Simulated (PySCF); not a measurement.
A structure optimised at PBE-D3(BJ)/def2-SVP, used in a PySCF frequency run:

```
Sb
Cl 1 2.3897
Cl 1 2.3897 2 98.69
Cl 1 2.3897 2 98.69 3 -100.26
```
Charge 0, spin multiplicity 1.

Task: Write its SMILES, formula and point group.

Result: [Cl][Sb]([Cl])[Cl], Cl₃Sb, C3v

Task: What are its rotational constants (standard atomic weights)?

Result: 1.6386, 1.6386, 1.0843 GHz
